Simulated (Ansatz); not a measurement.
`F[SiH](S)I` + CH₃SH → `CS[SiH](F)S` + HI at 298.15 K and 1 bar (ligand exchange at the Si–I bond).

Calculated with Ansatz (gas phase, PBE0-D4/def2-TZVP geometries, no zero-point term in ΔE). CBS: MP2 limit from def2 TZ/QZ plus the TZ coupled-cluster correction, frozen cores. This one scheme is used for every species. Elements past krypton have def2 core potentials. For I outer-core shells are correlated without core-valence functions, which leaves a few kJ/mol of doubt a bond. One conformer a species, not always the lowest.

```
      species  CCSD(T)/CBS energy (Eh)  H − E (kJ/mol)  S (J/(mol·K))
 `F[SiH](S)I`              -1085.42501            77.4          344.7
        CH₃SH               -438.22835           133.0          253.2
`CS[SiH](F)S`              -1225.60997           184.3          378.2
           HI               -298.03592            22.7          206.5
```

H − E and S are ideal-gas, rigid-rotor, harmonic terms from PBE0-D4/def2-TZVP, for one conformer and one mirror image of each species. 1 Eh = 2625.50 kJ/mol, R = 8.31446 J/(mol·K).

By hand: ΔE, ΔH, ΔS and ΔG.

ΔE = (-1225.60997) + (-298.03592) − (-1085.42501) − (-438.22835) = 0.00747 Eh = 19.6 kJ/mol. Δ(H − E) = 184.3 + 22.7 − 77.4 − 133.0 = -3.4, so ΔH = 16.2 kJ/mol. ΔS = 378.2 + 206.5 − 344.7 − 253.2 = -13.2 J/(mol·K). ΔG = 16.2 − 298.15 × (-13.2)/1000 = 20.1 kJ/mol.

By hand: the equilibrium constant, and the temperature at which ΔG would vanish if ΔH and ΔS stayed fixed.

log₁₀ K = −ΔG/(RT ln 10) = -3.5. ΔH and −TΔS have one sign here, so there is no such temperature.

The number of gas molecules stays the same, so ΔS is small and ΔH decides. A doubt of 5 kJ/mol in ΔE shifts log₁₀ K by 0.9 here. Other conformers and mirror images would add mixing entropy, several J/(mol·K) or more a flexible species. These are equilibria of isolated gas molecules and say nothing of rates. Largest T1 diagnostic: 0.011 (customary marks: 0.02 for closed shells, 0.045 for open ones).
